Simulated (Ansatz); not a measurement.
Reaction (atomization): `CC1=C[SiH2][SiH2]1` → 3 C• + 8 H• + 2 Si•

Calculated with Ansatz (gas phase, PBE0-D4/def2-TZVP geometries, no zero-point term in ΔE). CCSD(T)/CBS adds triple-zeta CCSD(T) − MP2 to the extrapolated MP2 energy (def2 sets, frozen cores). This one scheme is used for every species, atoms too. No spin–orbit coupling; open shells (•) take unrestricted orbitals. Spin–orbit coupling would lower the free atoms: a little for C, Si.

| species | HF/def2-TZVPP energy (Eh) |
| --- | --- |
| `CC1=C[SiH2][SiH2]1` | -696.15310 |
| C• | -37.69248 |
| H• | -0.49981 |
| Si• | -288.85084 |

Task: Work out ΔE.

Result: ΔE = 8 × (-0.49981) + 3 × (-37.69248) + 2 × (-288.85084) − (-696.15310) = 1.37550 Eh = +863.1 kcal/mol. CCSD(T)/CBS gives +1147.1 kcal/mol.

Largest T1 diagnostic among the species: 0.012.

In def2-TZVPP, CCSD(T) changes the Hartree–Fock value by +256.3 kcal/mol (the triples alone add +15.7 kcal/mol) and MP2 by +265.6 kcal/mol; breaking electron pairs costs correlation energy, which Hartree–Fock lacks. The D4 term adds +12.3 kcal/mol with B3LYP and +6.5 kcal/mol with PBE0; it sums over pairs of atoms, weighted by their polarisabilities, and B3LYP, whose exchange is more repulsive, gets the larger term.

B3LYP here is the variant with VWN-RPA as its local correlation; programs differ in this.

For atomizations the MP2-based limit and the directly extrapolated one differ by several kJ/mol either way, and by 10 to 25 for some Ge, Se and Sn compounds, so smaller differences from it don't rank the levels.
